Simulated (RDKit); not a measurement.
Input for RDKit: UFF on CH4 (SMILES C).

```python
from rdkit import Chem
from rdkit.Chem import AllChem, rdDetermineBonds

blocks = [
'''5

C    -0.00000003    0.00000142    0.00000106
H    -0.71146796   -0.28398867   -0.77427400
H     0.11588889    1.08298632    0.00702484
H    -0.36734465   -0.33212935    0.97009591
H     0.96292375   -0.46686972   -0.20284781
''',
]
mol = None
for b in blocks:
    f = Chem.MolFromXYZBlock(b)
    rdDetermineBonds.DetermineBonds(f, charge=0)
    mol = f if mol is None else Chem.CombineMols(mol, f)
Chem.SanitizeMol(mol)
print(Chem.MolToSmiles(Chem.RemoveHs(mol)))
ff = AllChem.UFFGetMoleculeForceField(mol, vdwThresh=100.0, ignoreInterfragInteractions=False)
e = ff.CalcEnergy()
print(f'UFF energy {e:.6f} kcal/mol')
```

The log:

```
C
UFF energy 0.540870 kcal/mol
```

The run finished.

Cost: around 0.03 core-seconds (rough).
